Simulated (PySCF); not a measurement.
**NMR data sheet: C5H14AlN**

```
Formula                               : C5H14AlN
SMILES                                : C[N@@H+]([AlH3-])C1CCC1
Point group of the computed structure : C1
Carbon signals                        : 5
Proton signals                        : 10
```

Bonds (- single, = double, # triple, : aromatic): C1-N2, N2-Al3, N2-C4, C4-C5, C5-C6, C6-C7, C7-C4. C1 carries H8, H9, H10; N2 carries H11; Al3 carries H12, H13, H14; C4 carries H15; C5 carries H16, H17; C6 carries H18, H19; C7 carries H20, H21. Formal charges: N2 +1, Al3 -1. Stereochemistry as in C[N@@H+]([AlH3-])C1CCC1. H16, H19, H20 are cis to N2 on the ring; H17, H18, H21 are trans to N2 on the ring.

- PBE0-D3(BJ)/def2-SVP structure
- σ from GIAO-PBE/pcSseg-1
- code: PySCF 2.14.0 with density-fitted response routines
- non-relativistic, a single conformation, no solvent model, fast rotation and ring inversion assumed for equivalent nuclei

δ = σ(ref) − σ, references computed at the same level: $^{1}$H, $^{13}$C vs TMS; $^{15}$N against NH3; $^{27}$Al against AlH4-.

```tsv
carbon	δC, type	δH (multiplicity)	HMBC from (2–3 bonds)	span of the C tensor (ppm)
C1	34.7, CH3	2.40 (s)	H12/H13/H14, H15	57
C4	58.2, CH	3.03 (m)	H12/H13/H14, H17, H8/H9/H10, H21, H16, H19, H18, H20	57
C5	35.0, CH2	H16 1.76 (m); H17 2.55 (m)	H15, H21, H19, H18, H20	33
C6	16.0, CH2	H18 1.63 (m); H19 1.67 (m)	H15, H17, H21, H16, H20	21
C7	32.7, CH2	H20 1.45 (m); H21 2.30 (m)	H15, H17, H16, H19, H18	31
```

Other nuclei:
```csv
atoms,nucleus,environment,δ (ppm),σ (ppm)
H12/H13/H14,$^{1}$H,hydrogen on an aluminium bonded to N,3.98,27.22
H11,$^{1}$H,hydrogen on a donor nitrogen of a Lewis adduct,1.04,30.16
N2,$^{15}$N,donor nitrogen of a Lewis adduct,82.0,183.1
Al3,$^{27}$Al,"aluminium bonded to N, 3 H",73.9,409.0
```

1. δC 58.2: sp3 CH bonded to N; deshielded by the electronegative neighbour.
2. δC 35.0, 32.7, 16.0: sp3 CH2 in a ring; a saturated carbon with 2 carbon neighbours and no heteroatom attached.
3. δH 3.03: hydrogen on an sp3 CH bonded to N; its carbon carries N, hence the downfield position.
4. δH 2.40: hydrogen on a methyl carbon bonded to N; its carbon carries N, an electronegative neighbour.
5. δH 1.04: hydrogen on a donor nitrogen of a Lewis adduct; labile proton, position sensitive to the medium.

Exchangeable OH/NH protons stand at their gas-phase positions; hydrogen bonding in a real sample shifts them, mostly to higher δ. Hydrides on Al or Ga are broadened by the quadrupolar metal nucleus. Shifts are as computed. Against solution values, carbons near 30 ppm lie about +2 ppm off and those near 130 ppm about +2 ppm. Of 1211 compounds with measured shifts, 218 miss one by over three times the rms of a fit or turn the order of signals round; such compounds aren't used in these exercises. Experimental scales use liquid or dissolved standards, which lie at an offset from isolated NH3 (liquid NH3: subtract about 20 ppm). No couplings were computed; multiplicities are counted from neighbouring protons, with m where these are inequivalent, close in shift, in a saturated or five-membered ring or joined by F or P, and br s for small geminal =CH2 splittings.
